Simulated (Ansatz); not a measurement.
Problem. Name a neutral molecule of Al, C, F, O and H with size of the dipole moment (PBE/def2-TZVPP) between 1.30 and 1.60 D and HOMO energy (ωB97M-V/def2-TZVPP) between -9.30 and -9.00 eV (Ansatz, PBE0-D4/def2-TZVP geometry).

Solution. `[F][Al]1[CH2][O]1` (1.56 D, -9.20 eV); `CO[CH2][AlH][F]` (1.47 D, -9.26 eV). Other molecules can fit too; these were computed, each in one conformer that needn't be the lowest.
